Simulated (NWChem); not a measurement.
Species: AlHOClF; SMILES [OH][Al]([F])[Cl]

```xyz
5

Al    -0.0533     0.3901     0.0000
F      1.3261     1.3046     0.0000
Cl     0.1116    -1.6781     0.0000
O     -1.5799     1.0950     0.0000
H     -1.7724     2.0337     0.0000
```
Atoms are numbered in this order, from 1.

Coordinates come from a PBE0/def2-SVP optimisation.

 Unshifted, non-relativistic core excitations; the lowest 4 roots alone, so stronger bands may lie above.

Task: List the first Al K-edge excitations from B3LYP/def2-TZVP, restricted-window TDA (NWChem).

Result: 
| state | energy (eV) | dipole oscillator strength | leading excitation (squared amplitude) |
|---|---|---|---|
| S1 | 1522.7 | 0.0000 | 1s of atom 1 or its equivalents → LUMO (0.99) |
| S2 | 1523.6 | 0.0056 | 1s of atom 1 or its equivalents → LUMO+1 (0.98) |
| S3 | 1525.5 | 0.0010 | 1s of atom 1 or its equivalents → LUMO+2 (0.97) |
| S4 | 1526.3 | 0.0015 | 1s of atom 1 or its equivalents → LUMO+3 (0.95) |
